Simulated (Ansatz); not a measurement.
Diatomic CF+, closed-shell singlet (lowest of 2S+1 = 1, 3, 5 at CCSD(T)/def2-TZVPP on PBE0 minima; our sources give no spin for the ground state, which may be another).

Seven points along R, fitted to fifth degree in 1/R; most abundant isotopes. In def2 and cc sets the state is the lowest found near the PBE0 minimum, followed along R. The singlet is held restricted.

Cores are frozen in the correlated methods.

Programs: Ansatz (Gaussian basis) for Hartree–Fock, density functionals and correlated methods. Each number belongs to the level named beside it.

Energies at CCSD/aug-cc-pVTZ:

```json
[
 {"R (Å)": "1.072190", "E (hartree)": "-137.25249065"},
 {"R (Å)": "1.101012", "E (hartree)": "-137.26114477"},
 {"R (Å)": "1.127529", "E (hartree)": "-137.26546621"},
 {"R (Å)": "1.157504", "E (hartree)": "-137.26691620"},
 {"R (Å)": "1.187479", "E (hartree)": "-137.26540779"},
 {"R (Å)": "1.222066", "E (hartree)": "-137.26076172"},
 {"R (Å)": "1.262417", "E (hartree)": "-137.25234084"}
]
```

Q: With a reduced mass of 7.3546 u, find the minimum, the force constant and the constants.

A: A fifth-degree polynomial in 1/R puts the minimum at r_e = 1.1561 Å with force constant 1450 N/m. Then ω_e = (1/2πc)√(k/μ) = 1826 cm⁻¹ and B_e = h/(8π²cμr_e²) = 1.715 cm⁻¹; the cubic and quartic terms give α_e = 0.018 and ω_e x_e = 12 cm⁻¹.

Ansatz is a program for electronic structure.
